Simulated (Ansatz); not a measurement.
`[OH][Al]([Cl])[SiH2]Cl` → `[OH][Al]([Cl])[Cl]` + `[SiH2]`  (silylene formation by 1,1-elimination)

Gas-phase electronic energies from Ansatz, PBE0-D4/def2-TZVP geometries. CCSD(T)/CBS adds triple-zeta CCSD(T) − MP2 to the extrapolated MP2 energy (def2 sets, frozen cores). This one scheme is used for every species. DFT in def2-TZVPP. Each species was taken in one conformer, which may not be the lowest.

CCSD(T)/CBS gives +42.4 kcal/mol.

Another level gave +45.5 kcal/mol. Which?
A. PBE/def2-TZVPP
B. RPA@PBE/def2-TZVPP
C. CCSD(T)/def2-TZVPP
D. CAM-B3LYP-D4/def2-TZVPP

A. PBE 45.5, RPA@PBE/def2-TZVPP 36.7, CAM-B3LYP-D4 43.0, CCSD(T)/def2-TZVPP 40.4 kcal/mol.

Largest T1 diagnostic among the species: 0.014.

The D4 term adds +2.7 kcal/mol with B3LYP and +1.5 kcal/mol with PBE0; it sums over pairs of atoms, weighted by their polarisabilities, and B3LYP, whose exchange is more repulsive, gets the larger term. Leaving LDA and LC-ωPBE aside and taking each functional with its dispersion term where it has one, the values, not all of them listed here, spread over 7.1 kcal/mol, from BLYP-D4 to PBE0-D4. LDA lies +7.1 kcal/mol from PBE without D4.

B3LYP here is the variant with VWN-RPA as its local correlation; programs differ in this.
